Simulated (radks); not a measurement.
Species: In24+. Configuration: [Ar] 3d7. Method: Dirac Kohn-Sham, relativistic LDA (MacDonald-Vosko exchange, VWN5 correlation), spin-unpolarised, spherical densities, finite nucleus; open shells fill j = l - 1/2 first; Fermi nuclear charge, rms radius 4.6156 fm; computed with a radial shooting solver on a logarithmic mesh with Libxc functionals.

Radial electron density D(r) = 4 pi r^2 rho(r):

r (bohr)  D(r) (e/bohr)
0.001298          2.285
0.001663          3.505
0.002114          5.251
0.002709          7.873
0.003444          11.47
0.004378          16.39
0.00561           23.10
0.007132          31.19
0.009067          40.47
0.01162           50.30
0.01477           58.34
0.01893           63.04
0.02406           62.78
0.03059           58.75
0.0392            54.91
0.04983           57.01
0.06335           66.49
0.08118           77.00
0.1032            76.43
0.1322            62.16
0.1681            48.85
0.2137            49.20
0.2739            54.40
0.3482            45.14
0.4461            23.08
0.5672            6.842
0.721             1.032
0.9239          0.06117
1.175          0.001403

D(r) has 3 maxima, at r = 0.0210, 0.0908, 0.274 bohr, and minima at 0.0415, 0.187 bohr, inside which lie 2.04, 11.20 electrons.
